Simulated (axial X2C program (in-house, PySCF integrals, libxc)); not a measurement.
## TeH: from the spin-free to the two-component result

All values were computed with an in-house relativistic program for diatomic molecules. Spin-free means the one-electron spin-free X2C Hamiltonian; two-component (2c) means X2C with spin–orbit coupling and atomic mean-field two-electron Coulomb and Gaunt terms, so the difference of the two also holds small scalar two-electron terms. Basis: Te dyall-cv3z [11s12p8d4f1g], H dyall-v3z [6s2p1d] (cores contracted in-house); Gaussian nuclei, density fitting, unrestricted open shells. Masses: Te 129.906 u, H 1.008 u.

Spin-free state: M_S = 1/2, Λ = 1 (beyond evenly filled blocks: π+α, π+β, π-α); fragments Te + H.

```csv
level,Re (Å),ωe (cm⁻¹),De (eV),μ (D)
PBE0,1.659,2150.6,2.876,0.18
HF,1.647,2253.2,1.772,0.24
MP2,1.652,2208.7,2.722,n/a
CCSD,1.661,2144.0,2.837,n/a
CCSD(T),1.664,2128.0,2.880,n/a
B97-3,1.661,2143.9,2.894,0.14
```

Correlated methods: 7 electrons correlated (number of frozen shells: Te 4 s, 3 p, 2 d; H none), 179 virtual spin orbitals or spinors in MP2, 80 natural virtuals in coupled cluster.

Dipoles are positive if H is the positive end.

(1) Within this multiplet, which Ω should lie lowest by the rule for regular and inverted multiplets?

Two-component determinant lowest at the distance of the search:

Ω = 3/2 (⟨Sz⟩ = 0.50, ⟨Lz⟩ = 1.00 at HF); fragments Te + H.

```json
{"level": "PBE0", "Re (Å)": "1.663", "ωe (cm⁻¹)": "2129.6", "De (eV)": "2.858", "μ (D)": "0.14"}
{"level": "HF", "Re (Å)": "1.650", "ωe (cm⁻¹)": "2233.8", "De (eV)": "n/a", "μ (D)": "0.20"}
{"level": "MP2", "Re (Å)": "1.655", "ωe (cm⁻¹)": "2191.0", "De (eV)": "2.660", "μ (D)": "n/a"}
{"level": "CCSD", "Re (Å)": "1.664", "ωe (cm⁻¹)": "2125.4", "De (eV)": "2.771", "μ (D)": "n/a"}
{"level": "CCSD(T)", "Re (Å)": "1.667", "ωe (cm⁻¹)": "2109.6", "De (eV)": "2.809", "μ (D)": "n/a"}
{"level": "B97-3", "Re (Å)": "1.665", "ωe (cm⁻¹)": "2122.4", "De (eV)": "2.830", "μ (D)": "0.10"}
```

(2) From the two tables, how do the constants change at the CCSD(T) level (2c against spin-free)?

The state is a single determinant with fixed occupations, the lowest that a limited PBE0 search found. Dissociation energies refer to the lowest single-determinant-based atoms at the same level and basis. De is not given where an atomic determinant may have missed its ground term or J level, or where the truncated virtual space spoils (T). Density functionals use the spin component along the axis (collinear). CCSD and (T) use frozen natural virtuals with an MP2 correction for the truncation; (T) itself is uncorrected, so its De runs slightly low. Without a current term, density functionals place determinants with orbital angular momentum somewhat too high. With the outer-core shells frozen, correlated bond lengths of heavy atoms tend to come out a few hundredths of an ångström too long.

Results:

(1) The open π shell holds three electrons, one hole, so the multiplet is inverted: Ω = Λ + 1/2 = 3/2. The PBE0 2c search agrees.

(2) At the CCSD(T) level Re goes up by 0.003 Å and ωe falls by 18.4 cm⁻¹; De changes by -0.071 eV.
